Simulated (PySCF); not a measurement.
NICS in isomers of C10H9P.

NICS is the negative of the GIAO shielding at a point without a nucleus: at the ring centre (0) and 1 Å above and below it (1); zz is the component along the ring normal. Level: GIAO PBE0/pcSseg-1 (PySCF, non-relativistic, gas phase) on the GFN2-xTB geometries, one conformer each. Atom numbers follow the mapped SMILES.

Question: Order these rings by mean NICS(1)zz, lowest (most negative) first (ppm).
A. ring C5–C6–C7–C8–C9–C10 in `[CH3:1][c:2]1[cH:3][p:4][c:5]2[cH:6][cH:7][cH:8][cH:9][c:10]2[cH:11]1`
B. ring C2–C3–P4–C5–C6–C11 in `[CH3:1][c:2]1[cH:3][p:4][cH:5][c:6]2[cH:7][cH:8][cH:9][cH:10][c:11]12`
C. ring C5–C6–C7–C8–C9–C10 in `[CH:1]#[C:2][P:3]1[CH2:4][c:5]2[cH:6][cH:7][cH:8][cH:9][c:10]2[CH2:11]1`

Answer: A (-29.6), C (-27.4), B (-25.2).

| SMILES | ring | NICS(0) | NICS(1) | NICS(1)zz | HOMA | rms pucker (Å) | ring atoms with four or more neighbours |
| --- | --- | --- | --- | --- | --- | --- | --- |
| Cc1cpc2ccccc2c1 | 6-membered carbocycle; formal bonds all aromatic | -8.8 | -11.9 | -29.6 | 0.88 | 0.00 | 0 |
| C#CP1Cc2ccccc2C1 | 6-membered carbocycle; formal bonds all aromatic | -8.4 | -11.0 | -27.4 | 1.00 | 0.00 | 0 |
| Cc1cpcc2ccccc12 | 6-membered ring with P; formal bonds all aromatic | -7.0 | -10.5 | -25.2 | 0.79 | 0.00 | 0 |

NICS(0) gives the same order. The isotropic NICS(1) gives the same order. HOMA uses Krygowski's 1993 parameters. NICS(1) and NICS(1)zz are means over the two faces.
